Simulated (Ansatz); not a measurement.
One change: `[CH3][GeH2][SH]` becomes `C[O][GeH]([CH3])[SH]`.

Ansatz, PBE0-D4/def2-TZVP geometries, multiplicity 1. Each molecule was computed in one conformer, which needn't be the lowest.

Scalar relativity is left out up to krypton.

| property | `[CH3][GeH2][SH]` |
| --- | --- |
| LUMO energy (PBE0/def2-TZVPP) / eV | 0.24 |
| size of the dipole moment (PBE/def2-TZVPP) / D | 1.34 |
| HOMO–LUMO gap (B3LYP/def2-TZVPP) / eV | 6.86 |
| HOMO energy (ωB97M-V/def2-TZVPP) / eV | -9.35 |
| size of the dipole moment (ωB97M-V/def2-TZVPP) / D | 1.40 |
| LUMO energy (ωB97M-V/def2-TZVPP) / eV | 2.04 |

What does the change do to each property? (Best estimate.)

Computed: 
```
                                          property  `C[O][GeH]([CH3])[SH]`  shift
                LUMO energy (PBE0/def2-TZVPP) / eV                    0.43   0.19
    size of the dipole moment (PBE/def2-TZVPP) / D                    1.08  -0.26
             HOMO–LUMO gap (B3LYP/def2-TZVPP) / eV                    7.30   0.44
             HOMO energy (ωB97M-V/def2-TZVPP) / eV                   -9.65  -0.30
size of the dipole moment (ωB97M-V/def2-TZVPP) / D                    1.10  -0.30
             LUMO energy (ωB97M-V/def2-TZVPP) / eV                    2.20   0.16
```

With PBE0 the HOMO falls by 0.28 eV and the LUMO rises by 0.19 eV, so the gap widens by about 0.47 eV. PBE moves the HOMO by -0.24 eV and ωB97M-V by -0.30 eV. Dipoles are sizes alone; their direction can turn.

B3LYP here is the variant with VWN-RPA as its local correlation; programs differ in this.
